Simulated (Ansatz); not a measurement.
`C[SiH2][SiH](F)Cl` → `F[Si]Cl` + `C[SiH3]`  (silylene formation by 1,1-elimination)

Isolated molecules relaxed with PBE0-D4/def2-TZVP in Ansatz; ΔE leaves out vibrations. CCSD(T)/CBS is the MP2 limit (def2-TZVPP, def2-QZVPP) plus CCSD(T) − MP2 in def2-TZVPP, frozen cores. This one scheme is used for every species. DFT in def2-TZVPP. One conformer a species, not always the lowest.

```csv
level,ΔE (kcal/mol)
ωB97M-V,29.7
CCSD/def2-TZVPP,31.8
```

Task: What does CCSD(T)/CBS give? (Estimate.)

Result: Computed: +33.6 kcal/mol. The listed levels differ from it by -3.9, -1.8 kcal/mol.

Largest T1 diagnostic among the species: 0.014.

The D4 term adds +4.1 kcal/mol with B3LYP and +2.3 kcal/mol with PBE0; it sums over pairs of atoms, weighted by their polarisabilities, and B3LYP, whose exchange is more repulsive, gets the larger term. From PBE to PBE0 (25 % exact exchange), in def2-TZVPP and without D4, ΔE moves by +3.5 kcal/mol.

B3LYP here is the variant with VWN-RPA as its local correlation; programs differ in this.
